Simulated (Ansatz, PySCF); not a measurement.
Gas-phase reaction (SMILES): [NH2][Al]([NH2])[Cl] + N (NH3) → [NH2][Al]([NH2])[NH2] + Cl (HCl); ammonia cleaves one Al-Cl bond, a model of a ligand-exchange step.

Each molecule is optimised on its own at B3LYP-D3(BJ)/def2-TZVP (Ansatz, a quantum-chemistry and plane-wave program), one conformer each, not searched for the lowest. Valence correlation only, unless marked. Spin-orbit coupling is left out. Non-relativistic. Basis-set limits of correlation are two-point, X^-3; Hartree-Fock from the larger set. Thermal terms are rigid-rotor harmonic-oscillator values from B3LYP-D3(BJ) frequencies (Ansatz or PySCF) at 298.15 K and 1 atm. 1 Eh = 627.5095 kcal/mol.

```json
[
 {"species": "[NH2][Al]([NH2])[Cl]", "E, CCSD(T)/CBS(aug-cc-pV(T+d)Z,aug-cc-pV(Q+d)Z) (Ansatz) (Eh)": "-813.75592", "E, PBE/def2-TZVPD (Ansatz) (Eh)": "-814.30714", "H - E (Eh)": "0.06019"},
 {"species": "N (NH3)", "E, CCSD(T)/CBS(aug-cc-pV(T+d)Z,aug-cc-pV(Q+d)Z) (Ansatz) (Eh)": "-56.50411", "E, PBE/def2-TZVPD (Ansatz) (Eh)": "-56.51037", "H - E (Eh)": "0.03799"},
 {"species": "[NH2][Al]([NH2])[NH2]", "E, CCSD(T)/CBS(aug-cc-pV(T+d)Z,aug-cc-pV(Q+d)Z) (Ansatz) (Eh)": "-409.84719", "E, PBE/def2-TZVPD (Ansatz) (Eh)": "-410.15519", "H - E (Eh)": "0.08441"},
 {"species": "Cl (HCl)", "E, CCSD(T)/CBS(aug-cc-pV(T+d)Z,aug-cc-pV(Q+d)Z) (Ansatz) (Eh)": "-460.37804", "E, PBE/def2-TZVPD (Ansatz) (Eh)": "-460.62833", "H - E (Eh)": "0.01000"}
]
```

### Question
Work out ΔE and ΔH at 298.15 K at the first level, then ΔH at the second.

### Answer

1. ΔE = [(-409.84719) + (-460.37804)] - [(-813.75592) + (-56.50411)] = 0.03480 Eh = 21.8 kcal/mol at CCSD(T)/CBS(aug-cc-pV(T+d)Z,aug-cc-pV(Q+d)Z).
2. The terms H - E add up to -0.00377 Eh, so ΔH = (0.03480 + (-0.00377))×627.5095 = 19.5 kcal/mol.
3. At PBE/def2-TZVPD the same steps give ΔE = 21.3 and ΔH = 19.0 kcal/mol, a shift of -0.5 from the first level.
4. These values are not checked against measurement here, since the tables used lack a sound gas-phase enthalpy of formation for at least one species.
